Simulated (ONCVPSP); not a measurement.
Configuration tests for cadmium (ONCV)

ONCVPSP 4.0.1 input, shortened (lines: element, Z, core and valence counts, functional; n l f; lmax; l rc ep ncon nbas qcut; lloc lpopt rc5 dvloc0; l nproj debl; icmod fcfact rcfact), PBE, fully relativistic:

```
  Cd 48.00    6    5        4      upf
    1    0    2.00
    2    0    2.00
    2    1    6.00
    3    0    2.00
    3    1    6.00
    3    2   10.00
    4    0    2.00
    4    1    6.00
    4    2   10.00
    5    0    1.00
    5    1    1.00
    2
    0    1.60    0.00    3    6    8.50
    1    1.55    0.00    4    8    7.50
    2    1.65    0.00    4    9    8.10
    4    5    1.10    4.00
    0    2    1.60
    1    2    1.60
    2    2    0.40
    0    0.00    0.00
```

Open shells are filled in proportion to 2j + 1.

In the d channel the program set the typed energies aside and used -0.492, 0.250 Ha (j = l + 1/2; the other j can differ).

Energies are relative to the spin-unpolarised reference configuration 4s2 4p6 4d10 5s1 5p1; without spin polarisation the order of configurations can differ from experiment.

| valence configuration | charge | ΔE all-electron (eV) | error AE − PS (meV) |
| --- | --- | --- | --- |
| 4s2 4p6 4d10 5s2 5p0 | 0 | -4.659 | -0.1 |
| 4s2 4p6 4d10 5s0 5p0 | +2 | 21.742 | 0.0 |
| 4s2 4p6 4d10 5s0 5p1 | +1 | 10.384 | +0.1 |

(1) What are ΔE and the potential's error for 4s2 4p6 4d10 5s1 5p0?

Levels in the configuration 4s2 4p6 4d10 5s0 5p1:

| level | all-electron (eV) | pseudo (eV) |
| --- | --- | --- |
| 4s j=1/2 | -116.315 | -116.335 |
| 4p j=3/2 | -75.614 | -75.625 |
| 4p j=1/2 | -81.431 | -81.444 |
| 4d j=5/2 | -21.787 | -21.788 |
| 4d j=3/2 | -22.497 | -22.499 |
| 5p j=3/2 | -8.076 | -8.076 |
| 5p j=1/2 | -8.431 | -8.430 |

## Answers

(1) ΔE = 4.615 eV all-electron; the error (AE − PS) is +0.2 meV.
